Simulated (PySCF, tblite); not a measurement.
Compound: C5H12B2O2.
Bonds: C1–C2, C2–C3, C2–O4, O4–B5, B5–C6, C6–B7, B7–C8, C8–O9, B5–O9. Hydrogens: H10, H11, H12 on C1; H13 on C2; H14, H15, H16 on C3; H17, H18 on C6; H19 on B7; H20, H21 on C8.

Jobs on this species (21 atoms, 68 electrons) with PySCF (density fitting) and tblite. Hardware of each: an Arm Neoverse V2 with one thread, shared host. The host was shared with other jobs, so the times are rough.

```csv
level and settings,work,basis functions,SCF cycles,wall time
PBE0/pcSseg-1,"shieldings, ring-centre shieldings, charges and field gradients",213,?,?
GFN2-xTB,Hessian by finite differences,–,–,0.66 s
GFN2-xTB,L-BFGS relaxation,–,–,0.69 s
```

Question: Fill in the missing figures.

Answer: 
- PBE0/pcSseg-1; shieldings, ring-centre shieldings, charges and field gradients: 36 s, 13 SCF cycles

Question: What do all jobs in the table cost together?

Answer: About 37 s; the longest takes about 96 % of that, and about 55 times as long as the shortest.
